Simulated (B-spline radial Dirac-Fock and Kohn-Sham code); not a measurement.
Ce⁶⁺: L3-M23M23 lines in intermediate coupling

System: Ce⁶⁺ in the configuration [Kr] 4d10 5s2 5p4.

These are calculated numbers from a B-spline atomic structure program; the model is Dirac-Fock energy differences between relaxed states, corrected for Breit and QED terms. The two-hole levels come from diagonalising the Coulomb interaction among the jj configurations; intensities are independent-particle Coulomb rates. Kinetic energies are from the vacuum level. No correlation. Open outer shells are spectators and are not coupled to the holes.

| kinetic energy (eV) | J | leading jj holes (weight) | leading LS term (weight) | intensity (%) |
| --- | --- | --- | --- | --- |
| 3013.5 | 0 | M2M2 (0.99) | ³P0 (0.60) | 0.6 |
| 3105.8 | 2 | M2M3 (1.00) | ¹D2 (0.72) | 30.3 |
| 3113.2 | 1 | M2M3 (1.00) | ³P1 (1.00) | 12.9 |
| 3185.9 | 0 | M3M3 (0.99) | ¹S0 (0.60) | 13.1 |
| 3199.5 | 2 | M3M3 (1.00) | ³P2 (0.72) | 43.2 |

The strongest line, by its leading LS label ³P2, lies at 3199.5 eV. The mean weight of the leading component is 1.00 in jj and 0.72 in LS coupling, so jj labels describe these levels better.

Run: 44 s of CPU time on 1 thread of Neoverse-V1 (shared host), peak memory 0.46 GiB.
